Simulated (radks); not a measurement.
The numbers below are computed, except where a source is named.
Numerical settings for the copper ion Cu15+, [Ne] 3s2 3p2. Level of theory: non-relativistic Kohn-Sham, r2SCAN, spin-polarised, spherical densities, point nucleus; open shells are filled with parallel spins first; meta-GGA in the generalised Kohn-Sham scheme (a radial shooting solver on a logarithmic mesh with Libxc functionals). The defaults (mesh step 0.008 in ln r, mesh end at 40 bohr or more with all orbitals vanishing there, Anderson mixing 0.5 over 9 steps, residual threshold near 1e-9 with the energy settled to 1e-9 hartree or 1e-11 of itself, here a cap of 93 iterations) give E = -1530.265 hartree and 3p at -498.58 eV in 11 iterations. Times are rough (one thread of a shared host). Changes against that run (0 stands for a change within the tolerance of the run):

\begin{tabular}{lrrrrr}
setting & iterations & converged & E (mhartree) & e(3p) (meV) & CPU (s) \\ \hline
mesh step in ln r 0.003 & 11 & yes & 0 & 0 & 0.23 \\
mesh step in ln r 0.03 & 10 & yes & +0.102 & -0.0098 & 0.03 \\
mesh step in ln r 0.05 & 10 & yes & -2.29 & -0.0333 & 0.02 \\
mesh end (bohr) 5 & 11 & yes & 0 & 0 & 0.09 \\
mesh end (bohr) 1 & 9 & yes & +5.12e+03 & +4.36e+04 & 0.07 \\
residual threshold 1e-16 & 93 & no & 0 & +0.01 & 0.47 \\
residual threshold 0.01 & 8 & yes & 0 & +0.433 & 0.08 \\
mixing 1.5 & 10 & yes & 0 & +0.00907 & 0.09 \\
linear mixing, mixing 0.8 & 12 & yes & 0 & +0.0209 & 0.1 \\
linear mixing, mixing 1 & 11 & yes & 0 & +0.0168 & 0.09 \\
mixing history 20 & 11 & yes & 0 & 0 & 0.09 \\
iteration cap 3 & 3 & no & +3.12 & -2.82e+03 & 0.03 \\
\end{tabular}

Settings that end as converged yet miss the energy by more than 1 mhartree: mesh step in ln r 0.05 (-0.00229 hartree); mesh end (bohr) 1 (+5.12 hartree). A mesh that ends early acts as a hard wall.
